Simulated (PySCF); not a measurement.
Species: C4H6S2Si.
SMILES: `[SiH3]Sc1ccsc1`

Torsions of this conformer, `[SiH3:1][S:2][c:3]1[cH:4][cH:5][s:6][cH:7]1`: Si1–S2–C3–C4 -178°.

The closed-shell ground state was solved at several levels (PySCF, density fitting, gas phase, non-relativistic). One conformer (not necessarily the lowest) at the PBE0-D3(BJ)/def2-SVP geometry, without solvent, vibrations or thermal averaging.

```csv
level,basis functions,total energy (Eh),HOMO (eV),LUMO (eV),gap (eV),dipole (D)
wB97X-D/pcSseg-2,357,-1241.9578,-8.14,1.04,9.18,0.66
CAM-B3LYP/def2-SVPD,206,-1241.4004,-7.60,0.38,7.98,0.62
```

**Question.** What might PBE0/pcSseg-1 (170 basis functions) give for the same quantities?

**Answer.** Total energy -1241.2573 Eh, HOMO -6.44 eV, LUMO -0.64 eV, gap 5.80 eV, dipole 0.73 D.

**Question.** Over all these levels, which gives the widest orbital gap and which the narrowest?

**Answer.** wB97X-D/pcSseg-2 (range-separated hybrid) has the widest, 9.18 eV, and PBE0/pcSseg-1 (global hybrid, 25 % exact exchange) the narrowest, 5.80 eV. Functional and basis both differ between the two, so the spread mixes both effects.

**Question.** How far do the dipole and the HOMO energy spread over the levels?

**Answer.** The dipole runs from 0.62 to 0.73 D (mean 0.67 D) and the HOMO from -8.14 to -6.44 eV.

The pairwise dispersion term of wB97X-D wasn't added to the energies; at a given geometry it leaves orbitals and properties as they are.
